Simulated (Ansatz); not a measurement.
The cluster Zr2B2, relaxed as a triplet with UKS PBE0-D4/def2-TZVP in Ansatz, starting from the PBE0-D4/def2-TZVP geometry of the neutral singlet. Force threshold 0.02 eV/Å.

In the def2 sets Zr takes a core potential; there is no spin–orbit coupling. The charge 0 triplet is spin-contaminated (final ⟨S²⟩ up to 2.29, 2.00 for a pure state). The structure comes from a short search, and lower isomers may exist.

Start:

Cartesian coordinates in Å:
```
Zr -0.383 -1.381 -0.493
Zr -1.202 0.873 0.301
B 0.787 -0.010 0.839
B 0.798 0.518 -0.647
```

| step | energy (eV) | largest force component (eV/Å) | SCF passes |
| --- | --- | --- | --- |
| 1 | -3904.2915 | 1.920 | 73 |
| 2 | -3904.4695 | 1.403 | 51 |
| 3 | -3904.4993 | 1.375 | 42 |
| 4 (rejected) | -3904.0133 | 2.327 | 124 |
| 5 | -3904.5694 | 0.135 | 44 |
| 6 | -3904.5702 | 0.027 | 37 |
| 7 | -3904.5702 | 0.001 | 28 |

Force components are those of the run's own axes.

End:

Cartesian coordinates in Å:
```
Zr -0.270 -1.445 -0.515
Zr -1.154 0.988 0.343
B 0.707 -0.041 0.844
B 0.717 0.497 -0.671
```

By distances, no bond broke or formed. The bond that changes most is Zr1–Zr2, from 2.53 to 2.73 Å (atoms count from 1).

No frequencies were taken in this run, so the end may be a saddle point.

Hardware: 4 threads of AMD EPYC 7R43 on a shared host. Wall time 21 s.
